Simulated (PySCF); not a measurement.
NiI2: Ni(II) (d8), charge 0. The structure is a model geometry with rigid ligands and bond lengths from ionic radii, not a minimum; coordination linear, point group D∞h, metal–donor distances 2.51 Å.

Method (PySCF 2.14, density fitting): CASSCF(8,5) with orbitals averaged over all microstates of the shell, strongly contracted NEVPT2 on the averaged canonical orbitals; basis x2c-TZVPall on the metal, x2c-SVPall elsewhere; spin-free X2C; gas phase; spin-orbit coupling by state interaction with the mean-field operator over all roots.

CASSCF energies above the lowest CASSCF root:

```json
{"state": "3Σg-", "CASSCF / cm⁻¹": "0"}
{"state": "3Πg", "CASSCF / cm⁻¹": "171"}
{"state": "3Δg", "CASSCF / cm⁻¹": "646"}
{"state": "3Φg", "CASSCF / cm⁻¹": "1074"}
{"state": "1Δg", "CASSCF / cm⁻¹": "15712"}
{"state": "a 2S+1 = 1 state (97 % 1D)", "CASSCF / cm⁻¹": "16345"}
{"state": "3Πg", "CASSCF / cm⁻¹": "18610"}
{"state": "3Σg-", "CASSCF / cm⁻¹": "21507"}
{"state": "1Σg+", "CASSCF / cm⁻¹": "23234"}
{"state": "1Πg", "CASSCF / cm⁻¹": "23459"}
{"state": "1Δg", "CASSCF / cm⁻¹": "24329"}
{"state": "1Φg", "CASSCF / cm⁻¹": "25840"}
{"state": "1Γg", "CASSCF / cm⁻¹": "27816"}
{"state": "1Σg+", "CASSCF / cm⁻¹": "61212"}
```

Question: How does dynamic correlation (SC-NEVPT2) move these states?

Answer: 
```json
{"state": "3Σg-", "NEVPT2 / cm⁻¹": "0", "shift / cm⁻¹": "0"}
{"state": "3Πg", "NEVPT2 / cm⁻¹": "371", "shift / cm⁻¹": "+199"}
{"state": "3Δg", "NEVPT2 / cm⁻¹": "1368", "shift / cm⁻¹": "+723"}
{"state": "3Φg", "NEVPT2 / cm⁻¹": "2033", "shift / cm⁻¹": "+959"}
{"state": "1Δg", "NEVPT2 / cm⁻¹": "13826", "shift / cm⁻¹": "-1886"}
{"state": "a 2S+1 = 1 state (97 % 1D)", "NEVPT2 / cm⁻¹": "14676", "shift / cm⁻¹": "-1670"}
{"state": "3Πg", "NEVPT2 / cm⁻¹": "15729", "shift / cm⁻¹": "-2880"}
{"state": "3Σg-", "NEVPT2 / cm⁻¹": "20293", "shift / cm⁻¹": "-1214"}
{"state": "1Σg+", "NEVPT2 / cm⁻¹": "20664", "shift / cm⁻¹": "-2569"}
{"state": "1Πg", "NEVPT2 / cm⁻¹": "21009", "shift / cm⁻¹": "-2450"}
{"state": "1Δg", "NEVPT2 / cm⁻¹": "22245", "shift / cm⁻¹": "-2084"}
{"state": "1Φg", "NEVPT2 / cm⁻¹": "24502", "shift / cm⁻¹": "-1337"}
{"state": "1Γg", "NEVPT2 / cm⁻¹": "27838", "shift / cm⁻¹": "+22"}
{"state": "1Σg+", "NEVPT2 / cm⁻¹": "52956", "shift / cm⁻¹": "-8257"}
```
